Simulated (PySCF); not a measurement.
Vertical excitations of a molecule C4H8Si from TDA-CAM-B3LYP/def2-SVPD (PySCF), as energy in eV (oscillator strength): 5.71 (0.001), 5.96 (0.000), 6.93 (0.000), 6.94 (0.044), 7.12 (0.041), 7.67 (1.397), 7.77 (0.006), 8.01 (0.056), 8.02 (0.003), 8.12 (0.003). Lowest triplet (TDA): 4.43 eV. The structure is a stationary point at B3LYP-D3(BJ)/def2-SVP. Other conformers were not sampled.

Which structure fits?
A. [SiH3]C1=CCC1
B. C=C=CC[SiH3]
C. C1=CC[SiH2]C1
D. C=C=C(C)[SiH3]

D, C=C=C(C)[SiH3]
